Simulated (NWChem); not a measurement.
System: Si₂NH₅F₂; SMILES N([SiH3])[SiH](F)F

```xyz
10

Si    -0.0067     2.0413     0.2352
N     -0.6942     0.5733    -0.4472
Si    -0.0275    -0.9982    -0.4046
F      1.4796    -0.8117     0.1166
F     -0.7597    -1.9716     0.6417
H      1.2441     2.4451    -0.4575
H      0.2984     1.8891     1.6805
H     -1.0309     3.1032     0.0520
H     -1.6006     0.6839    -0.8904
H     -0.0524    -1.6878    -1.7071
```
Atoms are numbered in this order, from 1.

Program: NWChem. Medium grid unless said otherwise, to which SCAN and Minnesota functionals are sensitive. Geometry: optimised at B3LYP/6-31G* (spherical d). Hybrids' shares of exact exchange are those that their runs print; pure functionals count as 0. The functionals differ in more than this share.

```csv
row,share of exact exchange,highest occupied level (eV)
PBE/def2-TZVP,0.00,-6.81
r2SCAN/def2-TZVP,0.00,-7.13
TPSSh/def2-TZVP,0.10,-7.48
B3LYP/def2-TZVP,0.20,-7.97
PW6B95/def2-TZVP,0.28,-8.33
Hartree-Fock/def2-TZVP,1.00,withheld
```

**Question.** Fit a straight line of the last column on the one before it, predict the withheld value, and compare with the run.

**Answer.** 
1. Means of the 5 shown rows: x = 0.116, y = -7.544. Slope Σ(x − x̄)(y − ȳ)/Σ(x − x̄)² = -0.2989/0.06112 = -4.890; intercept -6.977.
2. The shown rows scatter about the line by 0.102 (root mean square); the largest residual is +0.17, at PBE/def2-TZVP.
3. At x = 1.00 (Hartree-Fock/def2-TZVP; beyond the shown range) the line gives -11.87.
4. The run gives -11.61, +0.26 from the line, 2.5 times the scatter.
